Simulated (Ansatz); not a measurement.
Be₅Se₄⁺, 9 atoms. Hardware: 4 threads of Intel Xeon 6975P-C on a shared host.

Correlated methods freeze 36 core orbitals; core or outer-core shells of Se are correlated, in sets that lack core-valence functions.

Task: How many basis functions does each of these Ansatz runs have, and roughly what does it cost? PBE0-D4/def2-TZVP, charge 1 doublet, energy, from earlier orbitals; PBE-D4/def2-SVP, charge 1 doublet, energy with a search over starts; HF/STO-3G, charge 1 doublet, energy; RPA@PBE/def2-TZVP, charge 1 doublet, energy, from earlier orbitals; PBE-D4/def2-SVP, charge 1 doublet, energy, from earlier orbitals; B3LYP-D4/def2-TZVP, charge 1 doublet, energy, from earlier orbitals; MP2/def2-TZVP, charge 1 doublet, energy, from earlier orbitals; B2PLYP/def2-TZVP, charge 1 doublet, energy, from earlier orbitals; r2SCAN-D4/def2-SVP, charge 1 doublet, relaxation, 41 steps; r2SCAN-D4/def2-TZVP, charge 1 doublet, energy, from earlier orbitals; PBE0-D4/def2-SVP, charge 1 doublet, energy, from earlier orbitals; PBE-D4/def2-TZVP, charge 1 doublet, energy and forces, from earlier orbitals.

Result: Other jobs shared the machine, so times can vary by a factor of up to 3. A dash marks memory too small to be measured apart from the calling script's.

| run | functions | fitting or Cholesky vectors | wall time | peak host memory (GiB) |
| --- | --- | --- | --- | --- |
| HF/STO-3G, charge 1 doublet, energy | 97 | 1015 | 1.2 s | – |
| PBE-D4/def2-SVP, charge 1 doublet, energy, from earlier orbitals | 173 | 2054 | 2.9 s | – |
| PBE-D4/def2-SVP, charge 1 doublet, energy with a search over starts | 173 | 2054 | 4.5 s | – |
| PBE0-D4/def2-SVP, charge 1 doublet, energy, from earlier orbitals | 173 | 1868 | 6 s | 1 |
| PBE-D4/def2-TZVP, charge 1 doublet, energy and forces, from earlier orbitals | 287 | 2253 | 6.5 s | 0.72 |
| RPA@PBE/def2-TZVP, charge 1 doublet, energy, from earlier orbitals | 287 | 2073 | 13 s | 1.2 |
| B3LYP-D4/def2-TZVP, charge 1 doublet, energy, from earlier orbitals | 287 | 2073 | 14 s | 1.6 |
| MP2/def2-TZVP, charge 1 doublet, energy, from earlier orbitals | 287 | 2073 | 15 s | 1.6 |
| r2SCAN-D4/def2-TZVP, charge 1 doublet, energy, from earlier orbitals | 287 | 2253 | 15 s | 0.83 |
| PBE0-D4/def2-TZVP, charge 1 doublet, energy, from earlier orbitals | 287 | 2073 | 16 s | 1.6 |
| B2PLYP/def2-TZVP, charge 1 doublet, energy, from earlier orbitals | 287 | 2073 | 19 s | 1.6 |
| r2SCAN-D4/def2-SVP, charge 1 doublet, relaxation, 41 steps | 173 | 2054 | 2.9 min | – |
